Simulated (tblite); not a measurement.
C5H6SSi.
Bonds: C1–C2 (triple), C2–C3, C3–C4 (double), C4–Si5, Si5–C6, C6–S7, C3–S7. Hydrogens: H8 on C1; H9 on C4; H10, H11 on Si5; H12, H13 on C6.

The geometry is computed with GFN2-xTB (gas phase).

**Question.** List the bond lengths, angles and torsions at this level.

**Answer.** 
| bond | length (Å) |
| --- | --- |
| C1≡C2 | 1.201 |
| C2–C3 | 1.407 |
| C3=C4 | 1.348 |
| C4–Si5 | 1.861 |
| Si5–C6 | 1.918 |
| C6–S7 | 1.822 |
| C3–S7 | 1.761 |
| C1–H8 | 1.049 |
| C4–H9 | 1.079 |
| Si5–H10, Si5–H11 | 1.466 |
| C6–H12, C6–H13 | 1.087 |

Bonds in one row agree within 0.01 Å and their mean is given. A selection of angles:
| angle | degrees |
| --- | --- |
| C2–C1–H8 | 179.5 |
| C1–C2–C3 | 179.7 |
| C2–C3–C4 | 124.3 |
| C2–C3–S7 | 115.2 |
| C4–C3–S7 | 120.5 |
| C3–C4–Si5 | 115.8 |
| C3–C4–H9 | 118.8 |
| Si5–C4–H9 | 125.4 |
| C4–Si5–C6 | 95.5 |
| C4–Si5–H10 | 114.6 |
| C4–Si5–H11 | 114.4 |
| C6–Si5–H10 | 109.8 |
| H10–Si5–H11 | 111.5 |
| Si5–C6–S7 | 109.5 |
| Si5–C6–H12 | 113.1 |
| S7–C6–H12 | 106.5 |
| H12–C6–H13 | 107.8 |
| C3–S7–C6 | 98.7 |

Dihedral angles: C2–C3–C4–Si5 -179° (antiperiplanar); C3–C4–Si5–C6 -1° (synperiplanar); C4–Si5–C6–S7 0° (synperiplanar); Si5–C6–S7–C3 0° (synperiplanar); C2–C3–S7–C6 180° (antiperiplanar).

The C–C distances run from 1.201 Å (C1≡C2, drawn triple) to 1.407 Å (C2–C3, drawn single), a spread of 0.206 Å. The 2 C–Si bonds span 1.861 Å (C4–Si5, drawn single) to 1.918 Å (Si5–C6, drawn single), a spread of 0.057 Å. Si5 (SiH2 silicon) has angles from 95.5° to 114.6°. The C–S distances run from 1.761 Å (C3–S7, drawn single) to 1.822 Å (C6–S7, drawn single), a spread of 0.061 Å. The 7 heavy atoms lie in one plane (0.005 Å rms). The 5-membered ring C3–C4–Si5–C6–S7 has internal angles of 95.5° to 120.5° (sum 540°, against 540° for a flat polygon); it is planar, 0.00 Å rms from its mean plane, widest ring torsion 1°.

Point group: Cs (every atom within 0.08 Å of its image). Its GFN2-xTB frequencies are all real (lowest 67 cm⁻¹).
